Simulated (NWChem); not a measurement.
sulfur hexafluoride (SF₆); SMILES S(F)(F)(F)(F)(F)F

All runs: NWChem. Geometry: optimised at PBE0/def2-SVP.

For level B3LYP/aug-cc-pVTZ:

```yaml
highest occupied level (eV): -12.14
orbital gap (eV): 9.83
```

Question: What are these values for level B3LYP/STO-3G?

Answer: highest occupied level (eV): -5.54
orbital gap (eV): 9.55
